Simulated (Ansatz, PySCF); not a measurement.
Noncovalent pair: C2H4 (SMILES C=C) (first 6 atoms) with H2 (SMILES [H][H]); geometry from B3LYP-D3(BJ)/def2-TZVP, rigid monomers moved along the line of their centres of mass till C2···H7 is 2.75 Å.
(charge 0, multiplicity 1):
| atom | x (Å) | y (Å) | z (Å) |
|---|---|---|---|
| C | 0.4094 | 0.5515 | -0.3288 |
| C | -0.1351 | -0.6137 | -0.0115 |
| H | 1.4820 | 0.7026 | -0.3114 |
| H | -0.1950 | 1.4026 | -0.6185 |
| H | -1.2077 | -0.7648 | -0.0283 |
| H | 0.4692 | -1.4647 | 0.2788 |
| H | -0.2966 | 0.1011 | 2.6435 |
| H | -0.4332 | 0.0643 | 3.3747 |

Interaction energies are E(AB) − E(A) − E(B) at the monomers' geometry in the complex; basis-set methods are counterpoise corrected.

Cores are frozen in the correlated methods. CBS(a, b) extrapolates the correlation energy as X⁻³ and adds the Hartree–Fock energy of set b.

The values were computed with Ansatz (Gaussian basis) for Hartree–Fock, density functionals and correlated methods; PySCF for the dispersion terms. Values without a source in brackets are computed.

PBE/def2-TZVPPD gives -0.4 kJ/mol for the interaction energy.

Task: Predict the shift from PBE, with its sign, for: PBE-D3(BJ)/def2-TZVPPD, r2SCAN/def2-TZVPPD, PBE0/def2-TZVPPD, wB97M-V/def2-TZVPPD, MP2/CBS(aug-cc-pVDZ, aug-cc-pVTZ), CCSD(T)/CBS(aug-cc-pVDZ, aug-cc-pVTZ).

Result: PBE-D3(BJ)/def2-TZVPPD -1.8; r2SCAN/def2-TZVPPD 0.7; PBE0/def2-TZVPPD 0.3; wB97M-V/def2-TZVPPD -0.1; MP2/CBS(aug-cc-pVDZ, aug-cc-pVTZ) -0.4; CCSD(T)/CBS(aug-cc-pVDZ, aug-cc-pVTZ) -0.3 kJ/mol. 2 of 6 lie above PBE; the widest gap is to PBE-D3(BJ)/def2-TZVPPD.

Ansatz is a quantum-chemistry and plane-wave program.
